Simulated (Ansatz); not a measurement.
Cl$_{2}$FHOTi, SMILES `[OH][Ti]([F])([Cl])[Cl]`, 6 atoms. Charge 0, multiplicity 1. Correlated methods include outer-core shells of Ti, which these sets cover unevenly. Scalar relativity is left out up to krypton. All runs use 4 threads of an Intel Xeon 6975P-C on a shared host. Correlated methods freeze the cores.

Problem. Give the basis size and wall time and peak host memory of each of these runs in Ansatz. RKS B3LYP-D4/def2-TZVPP energy and forces; RHF-CCSD(T)/def2-TZVPP energy; RKS ωB97M-V/def2-SVP energy; RKS LC-ωPBE/def2-TZVPP energy; RKS HSE06 (plane-wave form)-D4/def2-TZVPP energy; RKS PBE0-D4/def2-TZVP frequencies; RKS PBE0-D4/def2-QZVPP energy; direct RPA on PBE orbitals/def2-TZVPP energy; RKS PBE0-D4/def2-SVP energy; RKS ωB97M-V/def2-QZVPP energy; RHF-MP2/def2-QZVPP energy; RKS PBE0-D4/def2-TZVP relaxation (7 steps). (Best estimate.)

Solution. Ansatz gave: Other jobs shared the machine, so times are rough.

```csv
level,job,functions,wall time,peak host memory (GiB)
RKS PBE0-D4/def2-SVP,energy,100,0.95 s,0.23
RKS LC-ωPBE/def2-TZVPP,energy,224,1.8 s,0.43
RKS HSE06 (plane-wave form)-D4/def2-TZVPP,energy,224,2.4 s,0.71
RKS ωB97M-V/def2-SVP,energy,100,3.3 s,0.35
RKS B3LYP-D4/def2-TZVPP,energy and forces,224,3.5 s,0.72
direct RPA on PBE orbitals/def2-TZVPP,energy,224,3.6 s,0.51
RKS PBE0-D4/def2-QZVPP,energy,377,5 s,1.5
RHF-MP2/def2-QZVPP,energy,377,9.5 s,1.7
RKS ωB97M-V/def2-QZVPP,energy,377,11 s,1.7
RKS PBE0-D4/def2-TZVP,relaxation (7 steps),187,18 s,0.62
RHF-CCSD(T)/def2-TZVPP,energy,224,45 s,4.1
RKS PBE0-D4/def2-TZVP,frequencies,187,57 s,0.62
```

B3LYP here is the variant with VWN-RPA as its local correlation; programs differ in this. LC-ωPBE has ω = 0.4 bohr⁻¹.
